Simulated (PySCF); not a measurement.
Mo(NH)2(OH)(Me) (CH6MoN2O), SMILES [CH3][Mo](=[NH])(=[NH])[OH], multiplicity 1.

The structure is a stationary point at PBE-D3(BJ)/def2-SVP. The spin state was assumed, not searched. The structure was generated by enumeration; whether it is a known compound was not checked. The def2 effective core potentials stand for the cores of Mo; spin–orbit coupling is left out. The values are those of a single conformer.

Computed with PBE/def2-TZVP run with PySCF.

Isolated molecule, no solvent.

| Item | Value |
|---|---|
| total energy | -294.60639 hartree |
| highest occupied level | -6.29 eV |
| lowest empty level | -2.43 eV |
| orbital gap | 3.86 eV |
| dipole moment | 1.56 D |
| quadrupole, principal values (traceless, Buckingham form, about the centre of nuclear charge) | -6.65, 0.90, 5.75 D·Å |
| mean static polarisability | 75.2 bohr³ (11.14 Å³) |
| polarisability, principal values | 69.1, 77.2, 79.2 bohr³ |
